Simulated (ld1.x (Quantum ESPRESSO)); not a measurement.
# Er: RRKJ pseudisation with PBE, scalar-relativistic reference atom.

ld1.x (Quantum ESPRESSO) 7.5 input, shortened:

```
&input
   title='Er', zed=68., rel=1, dft='PBE', iswitch=3,
   config='[Xe] 4f11 5d1 6s2 6p0'
 /
 &inputp
   pseudotype=2, tm=.false., lloc=2,
   nlcc=.true., new_core_ps=.true.
 /
4
6S  1  0   2.00   0.00  3.00  3.00  0.0
5P  2  1   6.00   0.00  2.20  2.20  0.0
4F  4  3  11.00   0.00  1.10  1.10  0.0
5D  3  2   1.00   0.00  2.35  2.35  0.0
 &test
   configts(1)='4f11 5p6 5d1 6s2 6p0'
 /
```

All-electron outer shells of the reference configuration (PBE, scalar-relativistic, ld1.x):

```json
{"shell": "4d", "level (eV)": "-172.63", "outermost node (bohr)": "0.25", "outermost maximum (bohr)": "0.51"}
{"shell": "5s", "level (eV)": "-56.02", "outermost node (bohr)": "0.60", "outermost maximum (bohr)": "1.10"}
{"shell": "5p", "level (eV)": "-29.76", "outermost node (bohr)": "0.65", "outermost maximum (bohr)": "1.26"}
{"shell": "4f", "level (eV)": "-9.48", "outermost node (bohr)": "–", "outermost maximum (bohr)": "0.51"}
{"shell": "6s", "level (eV)": "-4.41", "outermost node (bohr)": "1.49", "outermost maximum (bohr)": "3.22"}
{"shell": "5d", "level (eV)": "-2.09", "outermost node (bohr)": "0.73", "outermost maximum (bohr)": "1.88"}
{"shell": "6p", "level (eV)": "-1.33", "outermost node (bohr)": "1.81", "outermost maximum (bohr)": "4.40"}
```

**Question.** Does this generation succeed?

**Answer.** No. ld1.x (Quantum ESPRESSO) 7.5 stopped with "compute_chi: n is too large": the Bessel-function wave could not be built (negative determinant in compute_phi), and the routine for χ then failed on it.
